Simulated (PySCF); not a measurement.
## Structure revision by computed shifts

A compound C4H9FO2Si2 gives the data below (simulated from a calculation) and was assigned the structure `O=C(O)[SiH2]C/C([SiH3])=C\F`.

13C{1H} NMR (computed): δ 160.7 (C), 140.8 (C), 62.1 (CH3), 17.1 (CH3).

1H NMR (400 MHz, computed): δ 5.45 (m, 1H), 4.70 (m, 1H), 4.17 (m, 1H), 3.87 (s, 3H), 2.02 (s, 3H).

No solvent model, a single conformation, one averaged value for each set of equivalent atoms, no relativistic terms. GIAO PBE0/pcSseg-1 shieldings; GFN2-xTB structure; PySCF 2.14.0 with density-fitted response routines.

References, each an isolated molecule treated in the same way: 1H (σ = 31.72 ppm) and 13C (σ = 186.93 ppm) against TMS.

Task: Compare with the shifts computed for the proposed structure, pairing carbons in order of shift.

Result: Mapped SMILES: `[O:1]=[C:2]([OH:3])[SiH2:4][CH2:5]/[C:6]([SiH3:7])=[CH:8]\[F:9]`; H(Xn) means a hydrogen on atom n.

```csv
atom,computed for proposal,given list,difference
C2,185.3,160.7,+24.6
C8,161.4,140.8,+20.6
C6,113.2,62.1,+51.1
C5,10.8,17.1,-6.3
```

The rms difference is 30.4 ppm and the largest +51.1 ppm at C6 (fully substituted alkene carbon). The carbon types in order of shift don't match either: C, CH, C, CH2 for the proposal against C, C, CH3, CH3 in the data. The proposal doesn't fit.

Task: Which isomer fits?

Result: SMILES [Si@H]1(F)OC(C)=C(OC)[SiH2]1.

1. Carbon types of the structure: 2 × C, 2 × CH3, leaving 3 H on heteroatoms.
2. δC 160.7, 140.8: alkene carbon bearing oxygen; an sp2 carbon further deshielded by the attached heteroatom.
3. δC 62.1: methyl carbon bonded to O; deshielded by the electronegative neighbour.
4. δC 17.1: allylic methyl carbon; aliphatic region, no heteroatom directly attached.
5. δH 2.02: hydrogen on an allylic methyl carbon; allylic position.

The data come from this structure; uniqueness wasn't tested.

Splittings by 19F in the carbon and heteronuclear signals aren't shown, as no couplings were computed. Shifts are as computed. Against solution values, carbons near 30 ppm lie about +3 ppm off and those near 130 ppm about +5 ppm. Of 1211 compounds with measured shifts, 218 miss one by over three times the rms of a fit or turn the order of signals round; such compounds aren't used in these exercises. No couplings were computed; multiplicities are counted from neighbouring protons, with m where these are inequivalent, close in shift, in a saturated or five-membered ring or joined by F or P, and br s for small geminal =CH2 splittings.
